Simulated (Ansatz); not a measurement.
C$_{3}$H$_{5}$FSi, SMILES `C=C1C[SiH]1F`. Total charge 0; spin multiplicity 1.

```xyz
10

C    -0.6551   -0.0017    1.6584
C    -0.1587   -0.0903    0.4380
C     0.2621    0.9193   -0.6408
Si    0.4622   -0.8598   -1.0618
F    -0.5197   -1.5548   -2.1070
H    -0.9007   -0.8889    2.2335
H    -0.8421    0.9591    2.1339
H    -0.5558    1.4906   -1.0796
H     1.1289    1.5441   -0.4263
H     1.7789   -1.5177   -1.1483
```

(1) What are the harmonic wavenumbers in cm⁻¹ at PBE0-D4/def2-TZVP (Ansatz, finite differences of forces, unscaled)? (Estimate.)

(2) Is this a minimum?

(3) Give the ideal-gas thermochemistry at 298.15 K and 1 bar (rigid rotor, harmonic oscillator; point group C1, symmetry number 1).

(4) Rotational constants (cm⁻¹)?

Results:

(1) The calculation gave: 99, 220, 285, 366, 529, 613, 637, 669, 734, 827, 876, 950, 977, 983, 1032, 1120, 1384, 1446, 1757, 2281, 3090, 3124, 3162, 3212.

(2) Yes, all 24 modes are real.

(3) Zero-point energy 181.7 kJ/mol; H(298) − E = 199.7 kJ/mol; entropy 319.8 J/(mol·K), of which translation 164.7, rotation 109.4, vibration 45.6; G(298) − E = 104.4 kJ/mol. Modes under 100 cm⁻¹ are hindered rotations or soft bends, so the harmonic entropy is rough.

(4) 0.2894, 0.09041, 0.07933.
